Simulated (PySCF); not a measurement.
C3H3 (SMILES [C]1=CC1), doublet, at a GFN2-xTB geometry; DF-PBE0/def2-TZVPD (PySCF).

The PySCF input:
```python
from pyscf import gto, scf, dft

mol = gto.M(
    atom='''
C     0.016669   -0.110918    0.826671
C     0.004089   -0.699050   -0.533825
C    -0.021629    0.582254   -0.592081
H     0.937550   -0.073548    1.395990
H    -0.884396   -0.108661    1.428017
H    -0.047925    1.548496   -1.028600
''',
    basis='def2-tzvpd',
    charge=0,
    spin=1,
    verbose=4,
)

mf = dft.UKS(mol)
mf.xc = 'pbe0'
mf = mf.density_fit(auxbasis='def2-universal-jkfit')
mf.kernel()
```

**Question.** Write the output that PySCF gives for this input, abridged.

**Answer.** 
```
PySCF version 2.14.0

[INPUT] verbose = 4
[INPUT] num. atoms = 6
[INPUT] num. electrons = 21
[INPUT] charge = 0
[INPUT] spin (= nelec alpha-beta = 2S) = 1
[INPUT] symmetry False subgroup None
[INPUT] Mole.unit = angstrom
[INPUT] Symbol           X                Y                Z      unit          X                Y                Z       unit  Magmom
[INPUT]  1 C      0.016669000000  -0.110918000000   0.826671000000 AA    0.031499844770  -0.209604642285   1.562181785120 Bohr   0.0
[INPUT]  2 C      0.004089000000  -0.699050000000  -0.533825000000 AA    0.007727090123  -1.321013047377  -1.008783048446 Bohr   0.0
[INPUT]  3 C     -0.021629000000   0.582254000000  -0.592081000000 AA   -0.040872886348   1.100300594933  -1.118870933559 Bohr   0.0
[INPUT]  4 H      0.937550000000  -0.073548000000   1.395990000000 AA    1.771712728086  -0.138985577010   2.638038772632 Bohr   0.0
[INPUT]  5 H     -0.884396000000  -0.108661000000   1.428017000000 AA   -1.671266225661  -0.205339530421   2.698561031223 Bohr   0.0
[INPUT]  6 H     -0.047925000000   1.548496000000  -1.028600000000 AA   -0.090565124520   2.926233344985  -1.943772291728 Bohr   0.0

nuclear repulsion = 57.5084703648827
number of shells = 54
number of NR pGTOs = 189
number of NR cGTOs = 138
basis = def2-tzvpd
ecp = {}

******** <class 'pyscf.df.df_jk.DFUKS'> ********
method = DFUKS
initial guess = minao
damping factor = 0
level_shift factor = 0
DIIS = <class 'pyscf.scf.diis.CDIIS'>
diis_start_cycle = 1
diis_space = 8
diis_damp = 0
SCF conv_tol = 1e-09
SCF conv_tol_grad = None
SCF max_cycles = 50
direct_scf = False
number electrons alpha = 11  beta = 10
XC library pyscf.dft.libxc version 7.1.2
    S. Lehtola, C. Steigemann, M. J. T. Oliveira, and M. A. L. Marques,  SoftwareX 7, 1–5 (2018)
XC functionals = pbe0
    C. Adamo and V. Barone,  J. Chem. Phys. 110, 6158 (1999)
    M. Ernzerhof and G. E. Scuseria,  J. Chem. Phys. 110, 5029 (1999)
radial grids:
    Treutler-Ahlrichs [JCP 102, 346 (1995); DOI:10.1063/1.469408] (M4) radial grids

becke partition: Becke, JCP 88, 2547 (1988); DOI:10.1063/1.454033
pruning grids: <function nwchem_prune>
grids dens level: 3
symmetrized grids: False
atomic radii adjust function: <function treutler_atomic_radii_adjust>
small_rho_cutoff = 0
Set gradient conv threshold to 3.16228e-05
tot grids = 71784
******** <class 'pyscf.df.df.DF'> ********
auxbasis = def2-universal-jkfit
init E= -116.223473023834

cycle= 1 E= -115.817518102081  delta_E= 0.406  |g|= 0.162  |ddm|= 1.59
cycle= 2 E= -115.820395063783  delta_E= -0.00288  |g|= 0.157  |ddm|= 0.532
cycle= 3 E= -115.832188004414  delta_E= -0.0118  |g|= 0.0616  |ddm|= 0.229
cycle= 4 E= -115.833912801172  delta_E= -0.00172  |g|= 0.031  |ddm|= 0.0607
cycle= 5 E= -115.834463592983  delta_E= -0.000551  |g|= 0.00509  |ddm|= 0.0396
cycle= 6 E= -115.834527146355  delta_E= -6.36e-05  |g|= 0.00288  |ddm|= 0.0164
cycle= 7 E= -115.834549436163  delta_E= -2.23e-05  |g|= 0.00221  |ddm|= 0.00999
cycle= 8 E= -115.834559109612  delta_E= -9.67e-06  |g|= 0.000924  |ddm|= 0.00692
cycle= 9 E= -115.834563153193  delta_E= -4.04e-06  |g|= 0.000335  |ddm|= 0.00509
cycle= 10 E= -115.834563679594  delta_E= -5.26e-07  |g|= 0.000128  |ddm|= 0.00204
cycle= 11 E= -115.834563719395  delta_E= -3.98e-08  |g|= 3.93e-05  |ddm|= 0.000659
cycle= 12 E= -115.834563722293  delta_E= -2.9e-09  |g|= 2.05e-05  |ddm|= 0.000203
cycle= 13 E= -115.834563722544  delta_E= -2.51e-10  |g|= 1.34e-05  |ddm|= 4.66e-05
Extra cycle  E= -115.834563722405  delta_E= 1.39e-10  |g|= 2.34e-05  |ddm|= 3.69e-05
converged SCF energy = -115.834563722405  <S^2> = 0.76086025  2S+1 = 2.0108309
```
